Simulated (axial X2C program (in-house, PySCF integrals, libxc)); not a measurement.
# Worked dissociation energy of OsBr⁺: MP2, spin-free

Computed with an in-house relativistic program for diatomic molecules. Spin-free means the one-electron spin-free X2C Hamiltonian. Basis: Os dyall-cv3z [13s14p9d6f4g], Br dyall-cv3z [8s9p6d4f1g] (cores contracted in-house); Gaussian nuclei, density fitting, unrestricted open shells. Masses: Os 191.961 u, Br 78.918 u.

Molecular state: M_S = 2, Λ = 0 (beyond evenly filled blocks: π+α, π-α, δ+α, δ-α).

Correlated methods: 14 electrons correlated (number of frozen shells: Os 5 s, 4 p, 2 d, 1 f; Br 3 s, 2 p, 1 d), 312 virtual spin orbitals or spinors in MP2.

| Item | Value |
| --- | --- |
| E(Os+) (2M_S = 5, M_L = 0) | -17250.114723 hartree |
| E(Br) (2M_S = 1, M_L = 0) | -2604.640779 hartree |
| E(OsBr⁺) at Re | -19854.852405 hartree |
| ωe | 323.4 cm⁻¹ |

(1) Work out De and D0.

The state is one determinant whose occupation by symmetry is held fixed; it was picked as the lowest of a PBE0 search that is not exhaustive. De is counted from the lowest determinant-based energies of the atoms at the same level, without counterpoise correction. The determinant is spin-polarised beyond a pure state at some levels (its spin-free form has ⟨S²⟩ too high), which makes Re and μ there less reliable. Under one Hamiltonian the search converged a single determinant, so lower ones may well exist. Spin-free De lacks the spin–orbit lowering of the heavy p-block atom, a tenth of an eV or more for 4p and 5p, up to an eV for 6p and one to two eV for 7p atoms, less what an open-shell molecule gains itself.

Each atomic determinant is the lowest at this level and need not be a pure term. Totals compare only within one Hamiltonian and basis.

Results:

(1) De = -17250.114723 + (-2604.640779) − (-19854.852405) = 0.09690 hartree = 2.637 eV. The zero-point energy is ωe/2 = 162 cm⁻¹ = 0.020 eV, so D0 = 2.617 eV.
